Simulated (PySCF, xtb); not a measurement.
Ag₂, SMILES [Ag][Ag], multiplicity 1.

Harmonic wavenumbers (cm⁻¹) from GFN2-xTB run with xtb 6.7.1 at its own minimum, in rising order: 184.

Problem. What does PBE-D3(BJ)/def2-TZVPD (PySCF) give at its own minimum? (Estimate from the structure and the level; the computed values follow.)

Solution. 181. Paired by order, the mean absolute difference is 3 cm⁻¹ and the zero-point energies are 0.3 and 0.3 kcal/mol.
